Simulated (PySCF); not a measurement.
# Computed structure and properties of Yb2OCl2

System: Yb2OCl2 (singlet in the valence; each metal's 4f electrons, 14 of them, lie in its core potential, out of spins and levels); start: template (D∞h). Method: PySCF 2.14.0, RKS r2SCAN, Yb lcecp-0-SVP with ECP60, O def2-SVP, Cl def2-SVP; non-relativistic Hamiltonian with scalar-relativistic core potentials where named; density fitting; no spin-orbit coupling.

Input of the relaxation:

```python
mol = gto.M(atom='''
Yb     0.00000     0.00000     2.19940
Yb     0.00000     0.00000    -2.19940
O      0.00000     0.00000     0.00000
Cl     0.00000     0.00000     4.91270
Cl     0.00000     0.00000    -4.91270''',
    basis={'Yb': 'lcecp-0-SVP', 'O': 'def2-SVP', 'Cl': 'def2-SVP'},
    ecp={'Yb': 'lcecp-0-SVP'},
    charge=0, spin=0)
mf = dft.RKS(mol, xc='R2SCAN')
mf.grids.atom_grid = (50, 194)  # f atoms: unpruned, at least (60, 302)
mf = mf.density_fit()  # fitting sets: Yb AutoAux, O def2-universal-JKFIT, Cl def2-universal-JKFIT
mf.conv_tol = 1e-08; mf.max_cycle = 55
mf.kernel(dm0)  # dm0: converged density of the start geometry
# quasi-Newton relaxation in Cartesian coordinates to a largest gradient under 0.00045 Eh/bohr, steps kept in the point group
```

Run from Python with OMP_NUM_THREADS=2; the lines above give its settings. Where DIIS fails, smearing, a level shift and second-order steps follow.
It took 37 s on 2 threads of Arm Neoverse V1 (shared host), from the converged density of the start.

Course of the relaxation:

```tsv
step	energy above end (eV)	largest force component within the symmetry (eV/Å)
0	0.1108	0.605
1	0.0330	0.338
2	0.0003	0.041
3	0.0000	0.013
4	0.0000	0.006
```

Relaxed geometry (D∞h):

```xyz
5

Yb    0.0000    0.0000    2.1383
Yb    0.0000    0.0000   -2.1383
O     0.0000    0.0000    0.0000
Cl    0.0000    0.0000    4.7721
Cl    0.0000    0.0000   -4.7721
```

```csv
contact,Å
Yb1–O3 (O),2.138
Yb1–Cl4 (Cl),2.634
Yb2–Cl5 (Cl),2.634
```

On the finer grid (75, 302):

- HOMO: not given (4f levels lie in the core)
- LUMO: not given (4f levels lie in the core)
- Dipole about the centre of mass: 0.00 D
- Set of Mulliken populations of Yb1 outside the core potential: s 2.21, p 6.26, d 0.72, f 0.01
- D3(BJ) dispersion energy (not in the energies): -0.030 eV

```csv
atom,Mulliken (e),Löwdin (e),spin (e)
Yb1,0.80,0.57,0.00
Yb2,0.80,0.57,0.00
O3,-0.74,-0.64,0.00
Cl4,-0.43,-0.25,0.00
Cl5,-0.43,-0.25,0.00
```

The 4f levels lie in the core potential and are missing.

No frequency check is given for this geometry.

Rigid scan of O along the line from its metal:

distance to O3 (Å), energy (eV) and a bar:
```
     1.84      1.363 ############
     1.94      0.571 #####
     2.04      0.139 #
     2.14      0.000 
     2.24      0.139 #
     2.34      0.571 #####
     2.44      1.363 ############
     2.59      3.472 ##############################
```

Taking off one Cl (charge -1, singlet; the rest: singlet) in vacuum, both parts rigid, costs 7.47 eV; the small basis without counterpoise inflates it. Most of it is the attraction of opposite charges; other ways to part are cheaper, and one spin state was tried for the rest.

Rigid scan of Cl along the line from its metal:

| distance to Cl4 (Å) | energy (eV) |
| --- | --- |
| 2.33 | 0.534 |
| 2.43 | 0.208 |
| 2.53 | 0.046 |
| 2.63 | 0.000 |
| 2.73 | 0.035 |
| 2.83 | 0.127 |
| 3.03 | 0.412 |
| 3.33 | 0.946 |
| 3.73 | 1.661 |
| 4.23 | 2.417 |

One start shape was tried, so this needn't be the lowest isomer.

An lcecp potential fixes the number of 4f electrons, so in runs with it no electron can move into or out of that shell.
